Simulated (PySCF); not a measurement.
**Cd(8+): ionisation energy**

Cd(8+) [Kr] 4d4 (5D) → Cd(9+) [Kr] 4d3 (4F), as a difference of total energies. All numbers are calculated (PySCF 2.14, the spin-free X2C one-electron Hamiltonian (Gaussian nucleus), in an even-tempered Gaussian basis (21 s from 0.23 bohr⁻², ratio 2.5; 15 p from 0.29 bohr⁻², ratio 2.5; 11 d from 0.29 bohr⁻², ratio 2.5; 5 f from 1.6 bohr⁻², ratio 2.7; 4 g from 2.4 bohr⁻², ratio 2.7)). The calculations carry no spin-orbit coupling.

| method | ionisation energy (eV) |
| --- | --- |
| UHF | 150.55 |
| M06-2X | 151.75 |
| TPSS | 151.43 |

The reference lies between the lowest fine-structure levels, while these numbers refer to the centres of the terms.

For comparison: 150 ± 2.2 eV (theoretical estimate listed by NIST; NIST Atomic Spectra Database, ionization energies).
